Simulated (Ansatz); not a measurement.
Computed with Ansatz on PBE0-D4/def2-TZVP structures; ΔE is electronic, products minus reactants. CCSD(T)/CBS is the MP2 limit (def2-TZVPP, def2-QZVPP) plus CCSD(T) − MP2 in def2-TZVPP, frozen cores. Functionals use def2-TZVPP. For Br outer-core shells are correlated without core-valence functions, which leaves a few kJ/mol of doubt a bond. Scalar relativity is left out up to krypton. One conformer a species, not always the lowest.

Consider the cleavage of the Al–Si bond: `[AlH2][SiH]([SiH3])[SiH3]` + `O[SiH](O)Br` → `O[SiH](Br)[O][AlH2]` + `[SiH3][SiH2][SiH3]`.

`[AlH2][SiH]([SiH3])[SiH3]`:

Z-matrix (Å, degrees):
```
Si
Si 1 2.340
Si 1 2.340 2 105.9
Al 1 2.439 2 110.1 3 119.0
H 1 1.493 2 108.6 3 -116.5
H 2 1.489 1 111.2 3 -179.8
H 2 1.488 1 111.3 3 59.3
H 2 1.488 1 109.0 3 -60.5
H 3 1.488 1 109.1 2 61.1
H 3 1.488 1 111.3 2 -58.7
H 3 1.489 1 111.2 2 -179.7
H 4 1.588 1 121.8 2 122.2
H 4 1.588 1 118.4 2 -57.8
```

`O[SiH](O)Br`:

Cartesian coordinates in Å:
```
O -0.510 -1.309 -0.746
Si 0.112 -0.228 0.289
O -0.844 1.091 0.355
Br 2.142 0.450 -0.339
H -0.719 -1.024 -1.638
H 0.247 -0.922 1.577
H -0.428 1.941 0.502
```

`O[SiH](Br)[O][AlH2]`:

Z-matrix (Å, degrees):
```
Si
Br 1 2.232
O 1 1.604 2 107.4
O 1 1.628 2 109.0 3 -123.4
H 1 1.469 2 109.0 3 120.6
Al 3 1.692 1 165.5 2 -44.4
H 4 0.959 1 118.7 2 42.9
H 6 1.576 3 117.2 1 149.4
H 6 1.578 3 117.8 1 -31.7
```

`[SiH3][SiH2][SiH3]`:

```xyz
11

Si    0.232   -1.918    0.276
Si    0.921    0.266   -0.194
Si   -0.906    1.723   -0.134
H     1.378   -2.865    0.244
H    -0.776   -2.354   -0.729
H    -0.393   -1.970    1.625
H     1.553    0.312   -1.543
H     1.937    0.696    0.809
H    -1.534    1.688    1.215
H    -1.920    1.301   -1.138
H    -0.493    3.121   -0.431
```

(1) Is it downhill or uphill in electronic energy at CCSD(T)/CBS, and by how much? (Best estimate.)

(2) What do these levels give: PBE0-D4, PBE, r2SCAN, HF/def2-TZVPP, CCSD/def2-TZVPP, HF/CBS(def2)? (Best estimate.)

Largest T1 diagnostic among the species: 0.014.

Answers

(1) Ansatz gave: Downhill: ΔE = -34.7 kcal/mol.

(2) The calculation gave: PBE0-D4 -30.2, PBE -29.0, r2SCAN -33.4, HF/def2-TZVPP -41.1, CCSD/def2-TZVPP -35.9, HF/CBS(def2) -41.8 kcal/mol.

From PBE to PBE0 (25 % exact exchange), in def2-TZVPP and without D4, ΔE moves by −1.5 kcal/mol. In def2-TZVPP, CCSD(T) changes the Hartree–Fock value by +6.3 kcal/mol (the triples alone add +1.1 kcal/mol) and MP2 by +5.0 kcal/mol.
